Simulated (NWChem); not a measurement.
System: CH6InNO; SMILES [O]([InH][NH2])C

Input file for NWChem:

```
start job
memory heap 200 mb stack 900 mb global 1100 mb
geometry units angstroms noautoz
  In    -0.423119     0.451521     0.013969
  H     -1.898517     1.284383     0.179635
  O     -0.480144    -1.549773     0.140555
  C      0.635113    -2.371866     0.045761
  H      1.542322    -1.968159     0.543594
  H      0.423727    -3.346500     0.525692
  H      0.919751    -2.593708    -1.004320
  N      1.469412     1.145073    -0.122318
  H      1.653482     2.099438    -0.412322
  H      2.209041     0.531950    -0.448994
end
basis spherical
  In library def2-svp
  H library def2-svp
  O library def2-svp
  C library def2-svp
  N library def2-svp
end
ecp
  In library def2-ecp
end
dft
  xc hcth407
  iterations 150
  mulliken
end
task dft energy
```

Parts of the log:

```
             Northwest Computational Chemistry Package (NWChem) 7.3.0
             --------------------------------------------------------

 C1  symmetry detected

                             Geometry "geometry" -> ""
                             -------------------------

 Output coordinates in angstroms (scale by  1.889725989 to convert to a.u.)

  No.       Tag          Charge          X              Y              Z
 ---- ---------------- ---------- -------------- -------------- --------------
    1 In                  49.0000    -0.31668518     0.48085980    -0.00288040
    2 H                    1.0000    -1.74160680     1.40901165     0.07481198
    3 O                    8.0000    -0.51895480    -1.51479133     0.02740288
    4 C                    6.0000     0.54253977    -2.40948011    -0.00977593
    5 H                    1.0000     1.42767560    -2.09103530     0.58096316
    6 H                    1.0000     0.22486748    -3.38484939     0.40575784
    7 H                    1.0000     0.90259973    -2.60934993    -1.04094597
    8 N                    7.0000     1.62282090     1.04337012     0.05333727
    9 H                    1.0000     1.89532912     1.99298255    -0.17638462
   10 H                    1.0000     2.34536202     0.39273053    -0.23699105

 Effective nuclear repulsion energy (a.u.)     369.5111811131

                                 NWChem DFT Module
                                 -----------------

 Summary of "ao basis" -> "ao basis" (spherical)
 ------------------------------------------------------------------------------
       Tag                 Description            Shells   Functions and Types
 ---------------- ------------------------------  ------  ---------------------
 In                         def2-svp                10       26   4s4p2d
 H                          def2-svp                 3        5   2s1p
 O                          def2-svp                 6       14   3s2p1d
 C                          def2-svp                 6       14   3s2p1d
 N                          def2-svp                 6       14   3s2p1d

            General Information
            -------------------
          SCF calculation type: DFT
          Wavefunction type:  closed shell.
          No. of atoms     :    10
          No. of electrons :    48
           Alpha electrons :    24
            Beta electrons :    24
          Charge           :     0
          Spin multiplicity:     1
          Use of symmetry is: off; symmetry adaption is: off
          Maximum number of iterations: 150
          AO basis - number of functions:    98
                     number of shells:    46
          Convergence on energy requested:  1.00D-06
          Convergence on density requested:  1.00D-05
          Convergence on gradient requested:  5.00D-04

              XC Information
              --------------
                      HCTH407 Method XC Functional
                      HCTH407  Exchange Functional  1.000
                   HCTH407  Correlation Functional  1.000

             Grid Information
             ----------------
          Grid used for XC integration:  medium
          Radial quadrature: Mura-Knowles
          Angular quadrature: Lebedev.
          Tag              B.-S. Rad. Rad. Pts. Rad. Cut. Ang. Pts.
          ---              ---------- --------- --------- ---------
          In                  1.55      123          11.0       590
          H                   0.35       45          13.0       434
          O                   0.60       49          11.0       434
          C                   0.70       49          12.0       434
          N                   0.65       49          12.0       434
          Grid pruning is: on
          Number of quadrature shells:   540
          Spatial weights used:  Erf1

      Superposition of Atomic Density Guess
      -------------------------------------

 Sum of atomic energies:        -387.60612194

      Non-variational initial energy
      ------------------------------

 Total energy =    -360.092899
 1-e energy   =    -956.882407
 2-e energy   =     399.671490
 HOMO         =      -0.339417
 LUMO         =      -0.023765

     ---------------------------------------------
      Total Density - Mulliken Population Analysis
     ---------------------------------------------

    Atom       Charge   Shell Charges
 -----------   ------   -------------------------------------------------------
    1 In  21    19.75   2.60 -0.60  0.70  0.33  3.23  2.76  0.52  0.15  9.70  0.35
    2 H    1     1.05   0.60  0.44  0.01
    3 O    8     9.01   1.99  1.11  0.73  3.09  2.08  0.01
    4 C    6     5.89   1.99  0.92  0.22  1.86  0.86  0.05
    5 H    1     0.94   0.69  0.22  0.02
    6 H    1     0.94   0.70  0.22  0.02
    7 H    1     0.94   0.69  0.22  0.02
    8 N    7     7.96   1.99  1.04  0.50  2.59  1.84  0.01
    9 H    1     0.76   0.60  0.12  0.05
   10 H    1     0.77   0.60  0.13  0.05

   convergence    iter        energy       DeltaE   RMS-Dens  Diis-err
 ---------------- ----- ----------------- --------- --------- ---------
 d= 0,ls=0.0,diis     1   -362.1044317535 -5.59D+02  2.65D-02  8.32D-01
 d= 0,ls=0.0,diis     2   -361.3490092451  7.55D-01  1.99D-02  7.03D+00
 d= 0,ls=0.0,diis     3   -362.1863907817 -8.37D-01  6.13D-03  2.61D-01
 d= 0,ls=0.0,diis     4   -362.1998332615 -1.34D-02  2.74D-03  1.63D-01
 d= 0,ls=0.0,diis     5   -362.2197363418 -1.99D-02  5.60D-04  5.44D-03
  Resetting Diis
 d= 0,ls=0.0,diis     6   -362.2203858257 -6.49D-04  1.25D-04  3.11D-04
 d= 0,ls=0.0,diis     7   -362.2204223540 -3.65D-05  6.89D-05  7.18D-06
 d= 0,ls=0.0,diis     8   -362.2204191105  3.24D-06  4.60D-05  3.48D-05
 d= 0,ls=0.0,diis     9   -362.2204233147 -4.20D-06  8.55D-06  1.13D-06
 d= 0,ls=0.0,diis    10   -362.2204234146 -9.99D-08  3.21D-06  1.99D-07

[...]
```

Level: HCTH/407/def2-SVP with def2 effective core potentials on In. Geometry: optimised at PBE0/def2-SVP. No frequency run checked for a minimum. def2 effective core potentials on In; no spin-orbit coupling.
